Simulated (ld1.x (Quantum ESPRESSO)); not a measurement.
# An all-electron radial function and its pseudo partner (Ta)

Columns: radius, all-electron u(r) and pseudo u(r) of the 5d shell (level -2.59 eV) of tantalum in the configuration [Kr] 4d10 4f14 5s2 5p6 5d4 6s1 6p0; revPBE, scalar-relativistic, TM scheme, ld1.x (Quantum ESPRESSO) 7.5.

```
r (bohr)  all-electron  pseudo
   0.148        0.1611  0.0033
   0.295       -0.1938  0.0252
   0.443       -0.2703  0.0783
   0.590       -0.0939  0.1641
   0.738        0.1389  0.2748
   0.885        0.3386  0.3924
   1.033        0.4868  0.5006
   1.180        0.5842  0.5847
   1.328        0.6420  0.6406
   1.475        0.6697  0.6690
   1.623        0.6764  0.6763
   1.770        0.6689  0.6689
   1.918        0.6520  0.6520
   2.065        0.6295  0.6295
   2.213        0.6035  0.6035
   2.360        0.5759  0.5759
   2.508        0.5476  0.5476
   2.655        0.5194  0.5194
   2.802        0.4917  0.4917
   2.950        0.4646  0.4646
   3.098        0.4383  0.4383
   3.245        0.4132  0.4132
   3.393        0.3889  0.3889
   3.540        0.3658  0.3658
   3.688        0.3436  0.3436
   3.835        0.3226  0.3226
```

(1) How many radial nodes do the two functions have?

(2) At about which radius was the pseudo-wave matched?

(3) Is the pseudo-wave norm-conserving?

Answers

(1) The all-electron 5d function has n − l − 1 = 2; the pseudo-wave has 0, since the states of the same l below it are removed with the core.

(2) 1.90 bohr. The columns agree to 0.0005 from 1.62 bohr on; several derivatives are matched, so the curves merge somewhat inside the radius.

(3) Yes: the TM scheme keeps the norm inside the radius equal to the all-electron one, which fixes the energy derivative of the logarithmic derivative at the level.
